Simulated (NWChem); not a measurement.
SiH₄O₃; SMILES O[SiH](O)O

```xyz
8

Si     0.0202    -0.0344     0.3435
O      0.9876     1.1722    -0.2589
O     -1.4967     0.3548    -0.1814
O      0.4014    -1.5432    -0.2021
H      0.1484    -0.1267     1.8159
H      1.9009     1.1942     0.0399
H     -1.6243     1.2793    -0.4137
H      0.1525    -1.7368    -1.1115
```
Atoms are numbered in this order, from 1.

All runs: NWChem. Medium grid unless said otherwise, to which SCAN and Minnesota functionals are sensitive. Structure relaxed at the PBE0/def2-SVP level.

**Question.** What does the run give for M06-L/def2-SVP? Quantities: highest occupied level (eV); orbital gap (eV); dipole (D).

**Answer.** 
| Item | Result |
|---|---|
| highest occupied level (eV) | -7.48 |
| orbital gap (eV) | 8.56 |
| dipole (D) | 1.69 |
